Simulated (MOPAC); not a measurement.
Input file for MOPAC: AM1 on CH4SeTe (SMILES C[Te][SeH]), a point of a torsion scan.

```
AM1 1SCF PRECISE CHARGE=0 THREADS=1
CH4SeTe

C     -0.94690361 1    -0.25237788 1     0.03168986 1
Te     0.00277346 1     1.68614646 1    -0.04101941 1
Se     2.35378834 1     0.73825201 1     0.10237978 1
H     -0.63588704 1    -0.85729009 1    -0.81082556 1
H     -2.01401562 1    -0.08701192 1    -0.01955930 1
H     -0.70526642 1    -0.75668134 1     0.95892177 1
H      1.93174639 1    -0.63474160 1     0.16347296 1
```

Program output:

```
*******************************************************************************
 **                                                                           **
 **                              MOPAC v23.2.5                                **
 **                                                                           **
 *******************************************************************************
 ** MOPAC's Digital Object Identifier: https://doi.org/10.5281/zenodo.6511958 **
 **                                                                           **
 ** Please cite the open-source release paper for use of this MOPAC version:  **
 ** J. E. Moussa and J. J. P. Stewart (2026)                                  **
 ** MOPAC: An open-source semiempirical molecular orbital program             **
 ** J. Open Source Softw., 11(119), 8025, https://doi.org/10.21105/joss.08025 **
 *******************************************************************************

                              AM1 CALCULATION RESULTS

 *******************************************************************************
 *  AM1        - The AM1 Hamiltonian to be used
 *
 *
 *
 *                 CHARGE ON SYSTEM = 0
 *
 *
 *
 *  PRECISE    - TIGHTER CRITERIA TO BE USED
 *  1SCF       - DO 1 SCF AND THEN STOP
 *  THREADS=1  - MULTI-THREADING NOT USED
 *  T=         - A TIME OF 172800.0 SECONDS REQUESTED
 *  DUMP=N     - RESTART FILE WRITTEN EVERY 7200.0 SECONDS REQUESTED
 *******************************************************************************
AM1 1SCF PRECISE CHARGE=0 THREADS=1
 CH4SeTe

   ATOM   CHEMICAL          X               Y               Z
  NUMBER   SYMBOL      (ANGSTROMS)     (ANGSTROMS)     (ANGSTROMS)

     1       C         -0.94690361  *  -0.25237788  *   0.03168986  *
     2      Te          0.00277346  *   1.68614646  *  -0.04101941  *
     3      Se          2.35378834  *   0.73825201  *   0.10237978  *
     4       H         -0.63588704  *  -0.85729009  *  -0.81082556  *
     5       H         -2.01401562  *  -0.08701192  *  -0.01955930  *
     6       H         -0.70526642  *  -0.75668134  *   0.95892177  *
     7       H          1.93174639  *  -0.63474160  *   0.16347296  *



          CARTESIAN COORDINATES

    NO.       ATOM           X           Y           Z

     1         C         -0.9469     -0.2524      0.0317
     2        Te          0.0028      1.6861     -0.0410
     3        Se          2.3538      0.7383      0.1024
     4         H         -0.6359     -0.8573     -0.8108
     5         H         -2.0140     -0.0870     -0.0196
     6         H         -0.7053     -0.7567      0.9589
     7         H          1.9317     -0.6347      0.1635

  H: (AM1): M.J.S. DEWAR ET AL, J. AM. CHEM. SOC. 107 3902-3909 (1985)
  C: (AM1): M.J.S. DEWAR ET AL, J. AM. CHEM. SOC. 107 3902-3909 (1985)
 Se: (AM1): J. J. P. STEWART, J. MOL. MOD., 10, 155-164 (2004)
 Te: (AM1): J. J. P. STEWART, J. MOL. MOD., 10, 155-164 (2004)

           Empirical Formula: C H4 Te Se  =     7 atoms



      MOLECULAR POINT GROUP   :   Cs


      RHF CALCULATION, NO. OF DOUBLY OCCUPIED LEVELS = 10


 -------------------------------------------------------------------------------
 AM1 1SCF PRECISE CHARGE=0 THREADS=1
 CH4SeTe



     1SCF WAS SPECIFIED, SO BFGS WAS NOT USED
     SCF FIELD WAS ACHIEVED


                              AM1 CALCULATION
                                                       MOPAC v23.2.5 Linux




          FINAL HEAT OF FORMATION =         24.07904 KCAL/MOL =     100.74669 KJ/MOL


          COSMO AREA              =        124.77 SQUARE ANGSTROMS
          COSMO VOLUME            =        117.48 CUBIC ANGSTROMS

          IONIZATION POTENTIAL    =          7.024971 EV
          HOMO LUMO ENERGIES (EV) =         -7.025 -2.309
          NO. OF FILLED LEVELS    =         10
          MOLECULAR WEIGHT        =        222.6026         POINT GROUP:  Cs

          MOLECULAR DIMENSIONS (Angstroms)

            Atom       Atom       Distance
            H     5   Se     3     4.44676
           Te     2    H     7     2.64377
            H     6    H     4     1.77396


          SCF CALCULATIONS        =          1





   ATOM   CHEMICAL          X               Y               Z
  NUMBER   SYMBOL      (ANGSTROMS)     (ANGSTROMS)     (ANGSTROMS)

     1       C         -0.94690361  *  -0.25237788  *   0.03168986  *
     2      Te          0.00277346  *   1.68614646  *  -0.04101941  *
     3      Se          2.35378834  *   0.73825201  *   0.10237978  *
     4       H         -0.63588704  *  -0.85729009  *  -0.81082556  *
     5       H         -2.01401562  *  -0.08701192  *  -0.01955930  *
     6       H         -0.70526642  *  -0.75668134  *   0.95892177  *
     7       H          1.93174639  *  -0.63474160  *   0.16347296  *

                             CARTESIAN COORDINATES

   1    C       -0.946903610    -0.252377880     0.031689860
   2   Te        0.002773460     1.686146460    -0.041019410
   3   Se        2.353788340     0.738252010     0.102379780
   4    H       -0.635887040    -0.857290090    -0.810825560
   5    H       -2.014015620    -0.087011920    -0.019559300
   6    H       -0.705266420    -0.756681340     0.958921770
   7    H        1.931746390    -0.634741600     0.163472960


           Empirical Formula: C H4 Te Se  =     7 atoms



      MOLECULAR POINT GROUP   :   Cs


                  EIGENVALUES
 -30.75590 -22.79679 -19.59854 -14.44448 -14.40242 -12.84844 -11.02748 -10.01503
  -8.73240  -7.02497  -2.30936  -0.36381   0.29425   4.00163   4.04867   4.65923


              NET ATOMIC CHARGES AND DIPOLE CONTRIBUTIONS

  ATOM NO.   TYPE          CHARGE      No. of ELECS.   s-Pop       p-Pop
    1          C          -0.399094        4.3991     1.25451     3.14458
    2         Te           0.184153        5.8158     1.95606     3.85979
    3         Se          -0.076325        6.0763     1.97328     4.10305
    4          H           0.097855        0.9021     0.90215
    5          H           0.105364        0.8946     0.89464
    6          H           0.097856        0.9021     0.90214
    7          H          -0.009808        1.0098     1.00981
 DIPOLE           X         Y         Z       TOTAL
 POINT-CHG.    -0.786     0.932    -0.083     1.222
 HYBRID        -0.495    -2.267     0.109     2.323
 SUM           -1.281    -1.335     0.026     1.851


          ATOMIC ORBITAL ELECTRON POPULATIONS

     Atom    s        px        py        pz
    1  C   1.25451   1.06184   1.03126   1.05147
    2 Te   1.95606   0.88884   0.97990   1.99105
    3 Se   1.97328   1.07193   1.03539   1.99572
    4  H   0.90215
    5  H   0.89464
    6  H   0.90214
    7  H   1.00981

 **********************
 *                    *
 * JOB ENDED NORMALLY *
 *                    *
 **********************




 == MOPAC DONE ==
```

The run finished.

Cost: about 0.020 core-seconds (a rough figure).
